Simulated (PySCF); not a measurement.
Ag(NH3)2 (AgH6N2), SMILES [Ag+](<-[NH3])<-[NH3], charge +1, multiplicity 1.

Coordinates come from a B3LYP-D3(BJ)/def2-SVP optimisation. The multiplicity is an assumed one; other spin states were not compared. The isomer is the one that the SMILES or the coordinates give; other isomers of the formula were not compared. The def2 effective core potentials stand for the cores of Ag; spin–orbit coupling is left out.

Calculation: TDA-PBE/def2-SVPD (PySCF 2.14.0).

Vertical excitations; the highest root listed may be one member of a degenerate set. Gas-phase values at a fixed geometry. State labels are in the subgroup C2.

**Question.** Estimate the UV-visible absorptions. (An estimate is asked for; the answer gives what the named calculation found.)

**Answer.** 
```json
[
 {"state": "S1", "symmetry": "A", "energy (eV)": "5.61", "λ (nm)": "221", "f": "0.000", "main pairs": "HOMO→LUMO 96 %"},
 {"state": "S2", "symmetry": "A", "energy (eV)": "6.33", "λ (nm)": "196", "f": "0.000", "main pairs": "HOMO−2→LUMO (degenerate set)"},
 {"state": "S3", "symmetry": "B", "energy (eV)": "6.33", "λ (nm)": "196", "f": "0.000", "main pairs": "HOMO−1→LUMO (degenerate set)"},
 {"state": "S4", "symmetry": "B", "energy (eV)": "6.40", "λ (nm)": "194", "f": "0.000", "main pairs": "HOMO−4→LUMO (degenerate set)"},
 {"state": "S5", "symmetry": "A", "energy (eV)": "6.40", "λ (nm)": "194", "f": "0.000", "main pairs": "HOMO−3→LUMO (degenerate set)"},
 {"state": "S6", "symmetry": "B", "energy (eV)": "6.59", "λ (nm)": "188", "f": "0.001", "main pairs": "HOMO→LUMO+1 100 %"},
 {"state": "S7", "symmetry": "A", "energy (eV)": "6.92", "λ (nm)": "179", "f": "0.154", "main pairs": "HOMO→LUMO+3 (degenerate set)"},
 {"state": "S8", "symmetry": "B", "energy (eV)": "6.92", "λ (nm)": "179", "f": "0.154", "main pairs": "HOMO→LUMO+2 (degenerate set)"},
 {"state": "S9", "symmetry": "A", "energy (eV)": "7.76", "λ (nm)": "160", "f": "0.000", "main pairs": "HOMO−2→LUMO+3, HOMO−1→LUMO+2 (degenerate set)"},
 {"state": "S10", "symmetry": "B", "energy (eV)": "7.76", "λ (nm)": "160", "f": "0.000", "main pairs": "HOMO−2→LUMO+2, HOMO−1→LUMO+3 (degenerate set)"},
 {"state": "T1", "symmetry": "A", "energy (eV)": "4.70", "λ (nm)": "264", "f": "0", "main pairs": "HOMO→LUMO 100 %"},
 {"state": "T2", "symmetry": "A", "energy (eV)": "6.02", "λ (nm)": "206", "f": "0", "main pairs": "HOMO−2→LUMO (degenerate set)"},
 {"state": "T3", "symmetry": "B", "energy (eV)": "6.02", "λ (nm)": "206", "f": "0", "main pairs": "HOMO−1→LUMO (degenerate set)"},
 {"state": "T4", "symmetry": "A", "energy (eV)": "6.04", "λ (nm)": "205", "f": "0", "main pairs": "HOMO−3→LUMO 98 %"}
]
```
Triplets are in the Tamm–Dancoff approximation.
